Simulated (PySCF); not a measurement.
InCl⁺ at PBEsol

Computed with PBEsol; PySCF, scalar-relativistic core potentials, basis sets In def2-TZVPPD with ECP28, Cl def2-TZVPPD.

- state: ²Σ⁺ (doublet), unpaired electrons σ ↑
- bond length: 2.299 Å
- harmonic wavenumber: 336 cm⁻¹
- force constant: 1.78 mdyn/Å
- rotational constant Be: 0.1190 cm⁻¹
- anharmonicity ωexe: 2.41 cm⁻¹
- vibration–rotation constant αe: 0.000825 cm⁻¹
- well depth De to In⁺ + Cl: 1.06 eV
- dissociation energy D0: 1.04 eV
- bond order (Mayer): 1.19
- dipole moment (positive dipole points towards Cl; it is taken about the centre of mass and depends on that origin): -2.46 D

Spin–orbit coupling is left out, which matters for elements this heavy, above all for dissociation energies. For an ion De counts to the pair picked by the measured ionisation energies or electron affinities, which need not be the lowest pair at this level. The state was picked by a PBE0 search and need not be the measured ground state.
